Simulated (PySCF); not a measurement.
Si(H)(Br)(Me)(vinyl) (C₃H₇BrSi), SMILES C=C[SiH](C)Br.

The structure is a stationary point at PBE0-D3(BJ)/def2-SVP. The values are those of a single conformer.

Two levels are set side by side: TDDFT-PBE/def2-SVPD (PySCF) and TDDFT-B3LYP/def2-SVPD (PySCF). Vertical, same geometry. The lowest singlet is HOMO→LUMO 79 %, HOMO−2→LUMO 19 % with PBE and HOMO−2→LUMO 92 % with the other functional; states are paired by order. Differences are taken from unrounded values.

```csv
quantity,TDDFT-PBE
lowest singlet excitation (eV),5.28
lowest triplet excitation (TDA) (eV),4.32
first bright state (f over 0.05) (eV),6.61
its oscillator strength,0.23
```

These are the TDDFT-PBE values. What does TDDFT-B3LYP give? (The exact figures need the calculation; the answer reports its results.)


| quantity | TDDFT-B3LYP | TDDFT-PBE minus TDDFT-B3LYP |
|---|---|---|
| lowest singlet excitation (eV) | 6.17 | -0.89 |
| lowest triplet excitation (TDA) (eV) | 4.27 | 0.05 |
| first bright state (f over 0.05) (eV) | 6.96 | -0.36 |
| its oscillator strength | 0.32 | -0.09 |

Functionals without exact exchange tend to place singlet excitations lower, as here. Differences between two approximate levels are no errors against the true value.

Rough cost on one machine, each run with all the roots and properties that it gave: TDDFT-B3LYP against TDDFT-PBE about 4 times.
